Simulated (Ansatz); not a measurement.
```yaml
atoms:
  - { symbol: C, position_ang: [0.0451, -0.0245, -0.1582] }
  - { symbol: H, position_ang: [-0.0272, 0.9037, 0.5936] }
  - { symbol: H, position_ang: [0.1003, -0.8599, 0.5156] }
```

Basis set: aug-cc-pVDZ (spherical functions). Correlated methods keep 1 orbital frozen. Charge 0, multiplicity 1.

Computed with Ansatz (development build ahead of 0.2.0); each method stands on the lowest determinant of its kind that the runs found. Restricted open shells among the atoms or ions are ROHF, correlated in semicanonical orbitals with singles.

The atomization energy at this shape (free ground-state atoms in the same class of orbitals less the molecule, no zero-point energy) of singlet CH2:

```tsv
method	atomization energy
RHF-MP2	6.97 eV
```

What does RHF give?

5.38 eV. Caution: another spin multiplicity may lie lower.
